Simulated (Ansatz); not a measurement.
Coupled-cluster diagnostics for TaS(OH)3 (TaSO₃H₃), Ansatz.

Geometry of the singlet (PBE-D4/def2-SVP):

| atom | x (Å) | y (Å) | z (Å) |
| --- | --- | --- | --- |
| Ta1 | -0.0352 | -0.0099 | 0.0062 |
| S2 | -2.1163 | -0.5901 | 0.3620 |
| O3 | 1.0819 | -1.5595 | 0.0625 |
| H4 | 0.8909 | -2.5006 | 0.2129 |
| O5 | 0.5268 | 1.2240 | 1.3531 |
| H6 | 0.0714 | 1.6114 | 2.1194 |
| O7 | 0.1161 | 0.8162 | -1.7105 |
| H8 | -0.5357 | 1.0084 | -2.4055 |

In the def2 sets Ta takes a core potential; there is no spin–orbit coupling. Correlated methods freeze 8 core orbitals; core or outer-core shells of Ta are correlated, in sets that lack core-valence functions.

(1) Estimate the CCSD(T) correlation energy, the shares of MP2 and (T), T1 and the reference's ⟨S²⟩ for: charge 0, singlet, own geometry in def2-TZVP; and the rough time on 4 threads of Arm Neoverse V2 on a shared host.

Results:

(1) 
```tsv
state	basis	correlation (eV)	MP2 share (%)	(T) share (%)	T1	⟨S²⟩ (pure)	wall time
charge 0, singlet, own geometry	def2-TZVP	-35.196	96.5	4.5	0.019	0.00 (0.00)	97 s
```
Customary marks for T1 are 0.02 (closed shells), 0.045 (open shells) and about 0.05 (3d metals). T1 stays under 0.02 throughout.
